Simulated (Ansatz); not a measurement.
Born–Oppenheimer molecular dynamics of a periodic cell of 25 atoms, H2CSO (contents 5 H2 + 5 OCS, density as packed 1.01 g/cm³ with natural masses). It goes on from the last frame of an earlier run, with new velocities.

Level of theory: DFT r2SCAN-D3(BJ), scalar-relativistic, plane waves, PAW (Ansatz 0.2.0). Settings: cutoff 500 eV, k mesh 1x1x1, fermi-dirac smearing 0.05 eV, no spin polarisation.

```yaml
ensemble: NVT, Langevin thermostat
time_step: 0.5 fs
steps_asked: 20
set_temperature: 350 K
friction: 0.05 /fs
seed: 511890
```

First frame:

```xyz
25
Lattice="7.9817 0.0000 0.0000 0.0000 7.9817 0.0000 0.0000 0.0000 7.9817" Properties=species:S:1:pos:R:3
H 0.172 4.271 3.621
H 0.398 4.776 3.081
H 4.585 7.106 5.834
H 3.939 7.160 5.379
H 1.278 5.798 8.443
H 1.493 5.185 8.781
H 1.134 6.963 4.465
H 1.663 7.156 3.905
H 6.477 5.455 6.168
H 6.722 4.917 5.746
O 1.746 0.546 -1.124
C 2.128 0.840 -0.067
S 2.736 1.178 1.367
O 4.357 6.029 0.356
C 4.024 5.599 1.377
S 3.739 5.032 2.815
O 7.211 7.675 0.629
C 6.869 7.841 1.702
S 6.321 7.961 3.139
O 5.806 1.990 6.331
C 6.138 2.432 7.352
S 6.459 3.186 8.703
O 3.321 1.849 4.447
C 2.985 2.725 5.103
S 2.580 3.859 6.035
```

Problem. What does the run give?

Solution. All steps were run.

| Item | Value |
| --- | --- |
| steps done | 20 |
| time covered | 10 fs |
| mean temperature over the second half | 424 K |
| spread of the potential energy over the second half | 2.0 meV per atom |
| mean potential energy of the second half above the start | -1.2 meV per atom |

The mean temperature of the second half is 21 % above the set value. A run of 0.01 ps of so small a system gives no equilibrium averages. Limits of this set-up: coarse k mesh.

Problem. What happens to the structure?

Solution. Mean squared displacements from the first frame to the last, about the centre of mass: H 0.06 Å², O 0.00 Å², C 0.01 Å², S 0.00 Å². Another seed would give other details.

Problem. How do temperature and energy run in time?

Solution. 
| time (fs) | T (K) | potential energy less start (eV) |
| --- | --- | --- |
| 0.0 | 336 | 0.000 |
| 0.5 | 313 | -0.007 |
| 1.0 | 294 | -0.025 |
| 1.5 | 301 | -0.053 |
| 2.0 | 326 | -0.077 |
| 2.5 | 329 | -0.077 |
| 3.0 | 334 | -0.052 |
| 3.5 | 354 | -0.019 |
| 4.0 | 365 | -0.006 |
| 4.5 | 369 | -0.025 |
| 5.0 | 376 | -0.063 |
| 5.5 | 408 | -0.099 |
| 6.0 | 432 | -0.111 |
| 6.5 | 420 | -0.089 |
| 7.0 | 442 | -0.050 |
| 7.5 | 449 | -0.012 |
| 8.0 | 413 | 0.013 |
| 8.5 | 418 | 0.024 |
| 9.0 | 431 | 0.023 |
| 9.5 | 426 | 0.013 |
| 10.0 | 445 | 0.012 |

Run time: 12 min on 1 thread of Arm Neoverse V2 (shared host), peak memory 1.4 GiB.
